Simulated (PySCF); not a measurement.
Molecule: Si(F)2(Me)(SiMe3), SMILES C[Si](C)(C)[Si](C)(F)F (C4H12F2Si2). Atoms near the plane z = 0.8 Å, at the GFN2-xTB optimised geometry (x, y, z in Å): C1 (2.3, -1.3, 0.0), Si2 (0.4, -1.3, 0.0), C3 (-0.2, -2.2, 1.6), Si5 (-0.4, 0.9, 0.0), C6 (-2.3, 1.2, 0.0), F7 (0.2, 1.7, 1.2), H10 (2.7, -0.8, 0.9), H11 (2.7, -2.3, 0.0), H12 (-1.3, -2.3, 1.6), H13 (0.2, -3.2, 1.6), H18 (-2.4, 2.3, 0.0), H19 (-2.7, 0.8, 0.9).

Method: PBE0/def2-SVP (PySCF). The values are rescaled to run from 0 to 1.

```
|00000000000000000000000000000|
|00000000000000000000000000000|
|00000000000000000000000000000|
|00000000000000000000000000000|
|00000001000000000000000000000|
|00000257510000000000000000000|
|00001489830002343100000000000|
|00001478830014665310000000000|
|00000256630026887520000000000|
|00001245431137888630000000000|
|00014788644237887520000000000|
|00038999866312665200000000000|
|00059999855311232000000000000|
|00049999733222431000035420000|
|00016998311247763100489961000|
|00001442000147764212899983000|
|00000000000024532335999994000|
|00000000000025521356899972000|
|00000000001158843455678630000|
|00000000144468996334454310000|
|00000001588767996211467520000|
|00000001688755764100388851000|
|00000000476434663000279851000|
|00000000122114775100037620000|
|00000000000004886100001100000|
|00000000000003775100000000000|
|00000000000001331000000000000|
|00000000000000000000000000000|
|00000000000000000000000000000|
```
Scale: ten equal steps from 0.000 (start of '0') to 1.00 (end of '9'), in the order '0123456789'; x runs from -5.00 to 5.00, y from -5.00 (bottom) to 5.00 (top).

**Question.** Which quantity is mapped?
A. Laplacian of the electron density
B. electron localisation function
C. an orbital amplitude
D. deformation density (molecule minus spherical neutral atoms)

**Answer.** B, electron localisation function
